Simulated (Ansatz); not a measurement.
Question: Name a neutral molecule of C, F, O, Si and H with size of the dipole moment (ωB97M-V/def2-TZVPP) between 2.55 and 2.85 D and LUMO energy (PBE/def2-TZVPP) between -1.85 and -1.55 eV (Ansatz, PBE0-D4/def2-TZVP geometry).

Answer: `CC(=O)O[Si](F)(OC(C)=O)OC(C)=O` (2.67 D, -1.57 eV). Other molecules can fit too; these were computed, each in one conformer that needn't be the lowest.
